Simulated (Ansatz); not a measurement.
Ansatz results at the PBE0-D4/def2-TZVP geometry: HOMO energy (B3LYP/def2-TZVPP) -7.97 eV; HOMO energy (PBE0/def2-TZVPP) -8.18 eV; LUMO energy (B3LYP/def2-TZVPP) -2.80 eV.

Each molecule was computed in one conformer, which needn't be the lowest.

Q: Which molecule gave them?
A. `C[NH][In]([Cl])[Cl]`
B. `C[NH][In]([CH3])[F]`
C. `C[Si](C)(C)[O][In]([Cl])[Cl]`
D. `[CH3][In]([OH])[Br]`

A: C. The others give `C[NH][In]([CH3])[F]`: -6.32, -6.52, -1.07; `[CH3][In]([OH])[Br]`: -7.73, -8.00, -1.66; `C[NH][In]([Cl])[Cl]`: -6.97, -7.18, -2.30.

B3LYP here is the variant with VWN-RPA as its local correlation; programs differ in this.
